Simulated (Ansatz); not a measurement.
Consider the homolysis of the C–O bond: `C[O][AlH][F]` → `[CH3]`• + `[O][AlH][F]`•.

Program: Ansatz. Geometries: PBE0-D4/def2-TZVP. ΔE: electronic, gas phase. CCSD(T)/CBS is the MP2 limit (def2-TZVPP, def2-QZVPP) plus CCSD(T) − MP2 in def2-TZVPP, frozen cores. This one scheme is used for every species. Functionals use def2-TZVPP. Open shells (•) are unrestricted, without spin–orbit coupling. One conformer a species, not always the lowest.

`C[O][AlH][F]`:

Cartesian coordinates in Å:
```
C -0.235 1.187 0.448
O -0.333 -0.208 0.453
Al 0.215 -1.502 -0.451
F 1.165 -1.238 -1.772
H 0.213 1.532 1.385
H 0.376 1.560 -0.382
H -1.232 1.630 0.366
H -0.169 -2.961 -0.047
```

`[CH3]`•:

Cartesian coordinates in Å:
```
C 0.000 0.000 0.000
H 0.467 0.969 -0.092
H -1.036 -0.129 -0.278
H 0.568 -0.841 0.370
```

`[O][AlH][F]`•:

Cartesian coordinates in Å:
```
O 0.582 1.469 0.565
Al -0.030 -0.035 -0.034
F 0.446 -1.405 0.732
H -0.998 -0.029 -1.263
```

CCSD(T)/CBS gives +430.6 kJ/mol.

(1) Another level gave +410.1 kJ/mol. Which?
A. CAM-B3LYP-D4/def2-TZVPP
B. HF/def2-TZVPP
C. LDA (SPW92)/def2-TZVPP
D. B97M-V/def2-TZVPP

(2) What do rigid-rotor, harmonic-oscillator terms from PBE0-D4/def2-TZVP frequencies (298.15 K, 1 bar) make of the CCSD(T)/CBS value? (Estimate.)

Largest T1 diagnostic among the species: 0.014.

## Answers

(1) D. B97M-V 410.1, CAM-B3LYP-D4 419.4, LDA (SPW92) 524.3, HF/def2-TZVPP 262.7 kJ/mol.

(2) Ansatz gave: ΔZPE = -27.4 kJ/mol, ΔH = +408.1 kJ/mol, ΔS = 148 J/(mol·K), ΔG = +364.0 kJ/mol. Open shells count their whole term as degenerate.

At CCSD(T), def2-SVP lies −12.7 kJ/mol from the extrapolated value and def2-TZVPP −12.7 kJ/mol: correlation converges slowly with the basis, and small sets miss more of it in the bonded molecule than in its fragments. In def2-TZVPP, CCSD(T) changes the Hartree–Fock value by +155.2 kJ/mol (the triples alone add +12.9 kJ/mol) and MP2 by +188.6 kJ/mol; breaking electron pairs costs correlation energy, which Hartree–Fock lacks.
